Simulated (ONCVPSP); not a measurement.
**P: excitation energies, all-electron against ONCV**

P, optimised norm-conserving Vanderbilt (ONCV), made with ONCVPSP 4.0.1 (PBE, scalar-relativistic). Core [He], reference 2s2 2p6 3s2 3p1 (charge +2). Waves: 2s+3s: rc 0.95 bohr, ncon 4, nbas 9, qcut 13.4 1/bohr, 2 projectors; 2p+3p: rc 0.75 bohr, ncon 4, nbas 8, qcut 18.2 1/bohr, 2 projectors. Local part: polynomial inside 0.65 bohr (lpopt 2, dvloc0 0 Ha). Core correction: none.

Energies are relative to the spin-unpolarised reference configuration 2s2 2p6 3s2 3p1; without spin polarisation the order of configurations can differ from experiment.

```json
{"valence configuration": "2s2 2p6 3s2 3p3", "charge": "0", "ΔE all-electron (eV)": "-28.877", "error AE − PS (meV)": "+2.3"}
{"valence configuration": "2s2 2p6 3s2 3p0", "charge": "+3", "ΔE all-electron (eV)": "29.739", "error AE − PS (meV)": "+1.7"}
```

(1) What are ΔE and the potential's error for 2s2 2p6 3s1 3p3?

(2) What are ΔE and the potential's error for 2s2 2p6 3s2 3p2?

Levels in the configuration 2s2 2p6 3s1 3p3:

| level | all-electron (eV) | pseudo (eV) |
| --- | --- | --- |
| 2s | -186.110 | -186.132 |
| 2p | -136.619 | -136.707 |
| 3s | -23.978 | -23.977 |
| 3p | -14.811 | -14.813 |

Results:

(1) ΔE = -10.027 eV all-electron; the error (AE − PS) is +3.5 meV.

(2) ΔE = -19.147 eV all-electron; the error (AE − PS) is +1.0 meV.
